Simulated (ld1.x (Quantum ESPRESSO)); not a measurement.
**Which change was made? (Al, TM)**

ld1.x (Quantum ESPRESSO) 7.5 input, shortened:

```
&input
   title='Al', zed=13., rel=0, dft='PZ', iswitch=3,
   config='[Ne] 3s2 3p1 3d-2'
 /
 &inputp
   pseudotype=2, tm=.true., lloc=-1, rcloc=1.40,
   nlcc=.true., new_core_ps=.true.
 /
3
3S  1  0   2.00   0.00  1.80  1.80  0.0
3P  2  1   1.00   0.00  1.90  1.90  0.0
3D  3  2  -2.00   0.40  1.55  1.55  0.0
 &test
   configts(1)='3s2 3p1'
 /
```

Cutoffs, loose and tight: the cutoffs (Ry, on a coarse ladder) from which the occupation-weighted sum of valence levels, in a spherical-Bessel basis at the reference potential, stays within 10 and 1 mRy of its value at 400 Ry. They do not see the model core or the augmentation charge, which bear on the density cutoff. Test errors are all-electron minus pseudo excitation energies from the reference, over the configurations 3s2 3p0; 3s1 3p0; 3s2 3p0.5; 3s1 3p1; 3s0 3p3; 3s2 3p1.3; 3s1 3p2 (two spin-polarised tests are not counted in the largest error); variants that change the core or the reference have their own tests.

The base gives: outcome: generated; cutoff, loose: 10 Ry; cutoff, tight: 30 Ry; bound ghosts: none; largest test error (meV): +25.

Question: After one change the result is: outcome: generated; cutoff, loose: 8 Ry; cutoff, tight: 25 Ry; bound ghosts: none; largest test error (meV): +28. Which change was it?
A. wave 3s (bound): rc 1.80 bohr becomes 3s (bound): rc 1.26 bohr
B. wave 3s (bound): rc 1.80 bohr becomes 3s (bound): rc 1.42 bohr
C. wave 3s (bound): rc 1.80 bohr becomes 3s (bound): rc 2.60 bohr
D. wave 3s (bound): rc 1.80 bohr becomes 3s (bound): rc 2.38 bohr

Answer: D. The others give: wave 3s (bound): rc 1.80 bohr becomes 3s (bound): rc 1.26 bohr → outcome: generated; cutoff, loose: 50 Ry; cutoff, tight: 140 Ry; bound ghosts: none; largest test error (meV): +43 | wave 3s (bound): rc 1.80 bohr becomes 3s (bound): rc 1.42 bohr → outcome: generated; cutoff, loose: 35 Ry; cutoff, tight: 70 Ry; bound ghosts: none; largest test error (meV): +34 | wave 3s (bound): rc 1.80 bohr becomes 3s (bound): rc 2.60 bohr → outcome: generated; cutoff, loose: 8 Ry; cutoff, tight: 21 Ry; bound ghosts: none; largest test error (meV): -40.
